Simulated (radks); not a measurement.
Spherical jellium clusters: N electrons in a uniform positive sphere of charge N and radius rs N^(1/3), rs = 5.58 bohr. Method: non-relativistic Kohn-Sham, LDA (Slater exchange, Perdew-Wang correlation), spin-polarised, spherical densities; computed with a radial shooting solver with Libxc functionals. Levels are named by radial order and angular momentum (1s, 1p, 1d, 2s, ...), and open shells are averaged over m.

N = 15, configuration 1s2 1p6 1d(up 5, down 2). This is the lowest configuration that the search found. Occupied and some empty levels:

level    occupation  eigenvalue (eV)  <r> (bohr)
1s up             1          -3.4551       8.692
1s down           1          -3.3163       8.399
1p up             3          -2.9900       10.15
1p down           3          -2.8180       10.11
1d up             5          -2.3863       11.18
1d down           2          -2.2086       11.24
2s up             0          -2.0397       8.971
2s down           0          -1.9654       9.148
1f up             0          -1.6706       12.09
1f down           0          -1.5010       12.22
2p up             0          -1.2167       11.13
2p down           0          -1.1306       11.24

Energy (eV): total -26.2606, kinetic 14.759, external -531.49, Hartree 265.11, exchange-correlation -41.586, background 266.94.
